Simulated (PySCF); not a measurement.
**Assigning NMR signals**

Geometry:
```tsv
atom	x (Å)	y (Å)	z (Å)
N1	4.499	-0.164	-1.632
C2	3.574	-0.254	-0.963
C3	2.399	-0.348	-0.169
C4	1.177	0.122	-0.639
C5	0.099	-0.036	0.239
C6	-1.255	0.397	-0.093
C7	-2.138	0.919	1.020
C8	-2.421	-0.413	0.434
N9	0.301	-0.604	1.435
N10	1.468	-1.008	1.792
N11	2.506	-0.905	1.047
H12	1.070	0.575	-1.613
H13	-1.355	0.848	-1.072
H14	-1.699	0.953	2.004
H15	-2.788	1.747	0.784
H16	-3.271	-0.533	-0.220
H17	-2.175	-1.283	1.022
```

A single conformation, relativity neglected, rapidly exchanging positions averaged, gas phase. NMR shieldings at PBE0/pcSseg-1/GIAO; geometry from GFN2-xTB; PySCF 2.14.

Chemical shifts δ = σref − σ; TMS for $^{13}$C (σ = 186.93 ppm), $^{1}$H (σ = 31.72 ppm), all at this level.

(1) Assign these signals to the numbered atoms. $^{13}$C{$^{1}$H} NMR (computed): δ 170.5 (C), 140.3 (C), 127.6 (CH), 121.5 (C), 20.1 (CH), 19.9 (CH2).

(2) Assign these signals to the numbered atoms. $^{1}$H NMR (600 MHz, computed): δ 7.49 (s, 1H), 1.89 (m, 2H), 1.84 (m, 1H), 1.51 (m, 2H).

## Answers

(1) 
170.5 → C5, substituted aromatic carbon next to a ring nitrogen
140.3 → C3, substituted aromatic carbon next to a ring nitrogen
127.6 → C4, aromatic CH: the aromatic region
121.5 → C2, nitrile carbon: typical of a nitrile
20.1 → C6, three-membered-ring carbon: carbons of three-membered rings are unusually shielded
19.9 → C7/C8, three-membered-ring carbon

C6 and C7/C8 lie closer than the usual error of such a calculation, so a measured spectrum could show them in the other order.

(2) 
| δ (ppm) | atoms | environment | reason |
| --- | --- | --- | --- |
| 7.49 | H12 | hydrogen on an aromatic CH | ring-current deshielding |
| 1.89 | H14/H17 | hydrogen on a three-membered-ring carbon | – |
| 1.84 | H13 | hydrogen on a three-membered-ring carbon | – |
| 1.51 | H15/H16 | hydrogen on a three-membered-ring carbon | cyclopropane-type protons are shielded by the ring |

H14/H17 and H13 lie closer than the usual error of such a calculation, so a measured spectrum could show them in the other order.

Shifts are as computed. Against solution values, carbons near 30 ppm lie about +3 ppm off and those near 130 ppm about +5 ppm. Of 1211 compounds with measured shifts, 218 miss one by over three times the rms of a fit or turn the order of signals round; such compounds aren't used in these exercises. Multiplicities follow the n + 1 count of equivalent neighbours, as no J values were calculated; m marks all less simple cases, F and P coupling included.
